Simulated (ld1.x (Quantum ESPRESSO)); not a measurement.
# nitrogen (N): excitation energies, all-electron against ultrasoft

| Property | Result |
| --- | --- |
| Element | nitrogen |
| Generator | ld1.x (Quantum ESPRESSO) 7.5 |
| Type | ultrasoft |
| Functional | PBE |
| Relativity | non-relativistic |
| Frozen core | [He] |
| Valence charge | 5 |
| Reference configuration | 2s2 2p3 |
| Partial waves | 2s (bound): rcut 0.70, rcutus 0.75 bohr; 2s channel at 1.55 Ry: rcut 0.70, rcutus 0.75 bohr; 2p (bound): rcut 1.85, rcutus 2.50 bohr; 2p channel at 2.9 Ry: rcut 1.85, rcutus 2.50 bohr |
| Local potential | all-electron potential smoothed inside 1.00 bohr (lloc = -2) |
| Core correction | Bessel-smoothed model core inside 0.55 bohr |
| Augmentation charge | built from norm-conserving waves at rcut, not smoothed further |

Energies are relative to the spin-unpolarised reference configuration 2s2 2p3; without spin polarisation the order of configurations can differ from experiment. Not all tests gave a result: 3 of 7 tests not solved or not reliable (2 of them converged, to errors over 20 eV). Left out of the table: 2s2 2p1 (converged, but collapsed or in another state, printed error +21.2 eV); 2s2 2p0 (converged, but collapsed or in another state, printed error +37.0 eV); 2s2 2p3.3 (solver errors, printed error -277 meV). The frozen-core shift is the all-electron ΔE with the core orbitals held at their reference shape minus the fully relaxed ΔE.

```
valence configuration  charge  ΔE all-electron (eV)  error AE − PS (meV)  frozen-core shift (meV)
              2s1 2p3      +1                25.345                +9151                     +0.6
            2s2 2p2.5    +0.5                 5.096                +3756                      0.0
```

What are ΔE and the potential's error for 2s1 2p4?

ΔE = 11.477 eV all-electron; the error (AE − PS) is +696 meV.

What are ΔE and the potential's error for 2s2 2p2?

ΔE = 13.597 eV all-electron; the error (AE − PS) is +8725 meV.

These tests converged, but a pseudo level misses the all-electron one widely, so the file describes the atom poorly there or has found another state: 2s2 2p2: 2s by 11.3 eV; 2s1 2p3: 2s by 10.9 eV; 2s1 2p4: 2s by 6.7 eV; 2s2 2p2.5: 2s by 9.5 eV.

A Bessel basis up to 400 Ry misses an occupied level by 0.50 Ry, so cutoffs and ghosts were not judged. The potential misses its own reference levels by up to 6.7 eV, so it is not fit for use.
